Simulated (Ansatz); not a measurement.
Ligand exchange: C2H3ClSn + C2Cl3F3 → C2H3FSn + C2Cl4F2

Gas-phase species: C2H3ClSn `C#[C][SnH2][Cl]`, singlet; C2Cl3F3 `FC(F)(F)C(Cl)(Cl)Cl`, singlet; C2H3FSn `C#[C][SnH2][F]`, singlet; C2Cl4F2 (1,1,1,2-tetrachloro-2,2-difluoroethane) `FC(F)(Cl)C(Cl)(Cl)Cl`, singlet. The partners trade Cl for F: Sn–Cl and C–F bonds give way to Sn–F and C–Cl.

Shapes, held fixed at every level: PBE0-D4/def2-TZVP. Programs: Ansatz 0.2.0. Electronic energies: no zero-point or thermal term.

Problem. Estimate ΔE of this reaction.

Solution. The highest level, CCSD(T)/def2-TZVPP, gives ΔE = +72.6 kJ/mol; the levels span +69.6 to +122.5. The column of differences is taken from that level and isn't an error. No measured value is set beside it here. For atoms past krypton def2 sets carry core potentials with scalar relativity. Outer-core shells of Sn are correlated, in sets that cover them unevenly.

| level | kind | ΔE (kJ/mol) | less CCSD(T)/def2-TZVPP |
| --- | --- | --- | --- |
| HF/def2-SVP | Hartree–Fock | +122.5 | +49.9 |
| HF/def2-TZVPP | Hartree–Fock | +102.8 | +30.2 |
| SPW92/def2-TZVPP | LDA | +69.6 | -3.0 |
| r2SCAN-D4/def2-TZVPP | meta-GGA | +70.6 | -2.0 |
| PBE0-D4/def2-TZVPP | global hybrid | +74.3 | +1.7 |
| wB97X-V/def2-TZVPP | range-separated hybrid | +70.4 | -2.2 |
| CCSD(T)/def2-SVP | coupled cluster or CI | +86.6 | +14.0 |
| CCSD(T)/def2-TZVPP | coupled cluster or CI | +72.6 | 0.0 |
